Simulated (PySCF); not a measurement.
A GIAO shielding run with PySCF (density fitting, non-relativistic, gas phase) on `ClC[SiH2][Si@@H]1C=C[SiH2]C1`, C$_{4}$H$_{11}$ClSi$_{3}$:

```
$ OMP_NUM_THREADS=1 python probes_run.py task.json out

{"job": {"kind": "nmr", "xc": "PBE0", "basis": "pcSseg-1"}, "charge": 0, "multiplicity": 1}
Cl    -1.595234    -0.766424     2.120804
C     -2.445490    -0.719217     0.552237
Si    -2.077867     0.955850    -0.308944
Si     0.194462     1.113179    -0.753239
C      0.805187    -0.454335    -1.620574
C      1.652693    -1.233766    -0.949290
Si     2.179597    -0.669112     0.771352
C      1.326244     1.039439     0.788276
H     -3.500009    -0.873213     0.768240
H     -2.084117    -1.571464    -0.019121
H     -2.645551     1.978449     0.577515
H     -2.941908     0.926371    -1.500658
H      0.503088     2.291322    -1.590335
H      0.461126    -0.727899    -2.611757
H      2.021295    -2.157022    -1.380930
H      1.663619    -1.569511     1.806424
H      3.641696    -0.574413     0.875769
H      0.763845     1.185466     1.707337
H      2.067521     1.835551     0.759434
```

Hardware: 1 thread of an Arm Neoverse V1, shared host. The job also computes population analyses, field gradients, ring-centre shieldings.

Task: How large is the calculation?

Result: 94 electrons, 219 basis functions and 1230 auxiliary functions.

Task: How long does it take, and how much memory does it need?

Result: 48 s of wall time, with 13 SCF cycles and 5 response iterations; peak memory 0.92 GiB. Times on a shared host scatter by some tens of per cent.
